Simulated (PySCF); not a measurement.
## Spinor energies of Lu³²⁺ (lutetium, charge +32)

Start: [Kr] 4d3; 4d3/2 filled at m_j = -1/2, +1/2, +3/2. Calculated with PySCF 2.14 in an uncontracted even-tempered set (17 s from 3.1 bohr⁻², ratio 2.8; 14 p from 4.1 bohr⁻², ratio 2.8; 9 d from 4.1 bohr⁻², ratio 2.8; 3 f from 15 bohr⁻², ratio 3): generalised Hartree-Fock with the X2C-1e Hamiltonian and a Gaussian nucleus; one run each with spin-orbit coupling (SO) switched off, then screened by Boettger's factors.

```json
{"spinor shell": "1s1/2", "electrons": "2", "ε, spin-free (eV)": "-64902.8", "ε, screened SO (eV)": "-64884.8", "weight of nominal j (screened SO)": "1.000", "rms radius, screened SO (bohr)": "0.0219"}
{"spinor shell": "2s1/2", "electrons": "2", "ε, spin-free (eV)": "-12227.5", "ε, screened SO (eV)": "-12221.1", "weight of nominal j (screened SO)": "1.000", "rms radius, screened SO (bohr)": "0.0885"}
{"spinor shell": "2p1/2", "electrons": "2", "ε, spin-free (eV)": "-10908.4", "ε, screened SO (eV)": "-11704.6", "weight of nominal j (screened SO)": "1.000", "rms radius, screened SO (bohr)": "0.0754"}
{"spinor shell": "2p3/2", "electrons": "4", "ε, spin-free (eV)": "-10908.4", "ε, screened SO (eV)": "-10578.0", "weight of nominal j (screened SO)": "1.000", "rms radius, screened SO (bohr)": "0.0825"}
{"spinor shell": "3s1/2", "electrons": "2", "ε, spin-free (eV)": "-3773.4", "ε, screened SO (eV)": "-3770.9", "weight of nominal j (screened SO)": "1.000", "rms radius, screened SO (bohr)": "0.225"}
{"spinor shell": "3p1/2", "electrons": "2", "ε, spin-free (eV)": "-3369.1", "ε, screened SO (eV)": "-3544.2", "weight of nominal j (screened SO)": "1.000", "rms radius, screened SO (bohr)": "0.216"}
{"spinor shell": "3p3/2", "electrons": "4", "ε, spin-free (eV)": "-3369.1", "ε, screened SO (eV)": "-3294.2", "weight of nominal j (screened SO)": "1.000", "rms radius, screened SO (bohr)": "0.230"}
{"spinor shell": "3d3/2", "electrons": "4", "ε, spin-free (eV)": "-2885.1", "ε, screened SO (eV)": "-2918.6", "weight of nominal j (screened SO)": "1.000", "rms radius, screened SO (bohr)": "0.203"}
{"spinor shell": "4s1/2", "electrons": "2", "ε, spin-free (eV)": "-1618.0", "ε, screened SO (eV)": "-1617.0", "weight of nominal j (screened SO)": "1.000", "rms radius, screened SO (bohr)": "0.470"}
{"spinor shell": "4p1/2", "electrons": "2", "ε, spin-free (eV)": "-1462.2", "ε, screened SO (eV)": "-1521.7", "weight of nominal j (screened SO)": "0.998", "rms radius, screened SO (bohr)": "0.475"}
{"spinor shell": "4p3/2", "electrons": "4", "ε, spin-free (eV)": "-1462.2", "ε, screened SO (eV)": "-1435.9", "weight of nominal j (screened SO)": "0.999", "rms radius, screened SO (bohr)": "0.502"}
{"spinor shell": "4d3/2", "electrons": "3", "ε, spin-free (eV)": "-1289.4", "ε, screened SO (eV)": "-1294.4", "weight of nominal j (screened SO)": "0.991", "rms radius, screened SO (bohr)": "0.489"}
```

(1) Where does 3d5/2 lie, and what is the 3d spin-orbit splitting (screened SO)?

```json
{"quantity": "E (hartree)", "spin-free": "-14002.71167", "screened SO": "-14018.04665"}
{"quantity": "M_J", "spin-free": "3/2", "screened SO": "3/2"}
{"quantity": "⟨J²⟩", "spin-free": "6.752", "screened SO": "3.819"}
{"quantity": "⟨L²⟩", "spin-free": "12.002", "screened SO": "8.141"}
{"quantity": "⟨S²⟩", "spin-free": "3.750", "screened SO": "2.211"}
```

Each row is a mean over spinors that exchange with the open shell spreads, by up to 11.672 eV (4p1/2).

⟨J²⟩ departs a little from M_J(M_J + 1) because the unrestricted spinors polarise the closed shells.

Breit and QED terms are absent; they matter most for the inner s and p1/2 levels.

Densities and radii are taken from the X2C orbitals without a picture-change correction, which distorts them close to the nucleus.

Without spin-orbit coupling the j labels of p, d and f shells carry no meaning; the spin-free column gives the mean over the occupied spinors of each nl shell, and its ⟨J²⟩ belongs to a mixture of degenerate components.

Answers

(1) At -2859.9 eV, 58.737 eV above 3d3/2.
